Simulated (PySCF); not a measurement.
**Electron correlation in F⁺ (fluorine, charge +1)**

[He] 2s2 2p3 3s1, 3s spin antiparallel (an excited configuration). All numbers are calculated (PySCF 2.14, no relativity, point nucleus, in aug-cc-pwCVTZ). Frozen: 1s2; 6 electrons correlated.

MP2 pair energies summed by pair of shells (mhartree):

| pair | energy | share (%) |
| --- | --- | --- |
| 2s-2p | -68.73 | 59.4 |
| 2p-2p | -24.60 | 21.3 |
| 2s-2s | -10.52 | 9.1 |
| 2p-3s | -7.86 | 6.8 |
| 2s-3s | -4.03 | 3.5 |

Total MP2 correlation energy: -115.74 mhartree.

Same-spin part -34.00 and opposite-spin part -81.74 mhartree; SCS-MP2 scales them by 1/3 and 6/5 to -109.42 mhartree.
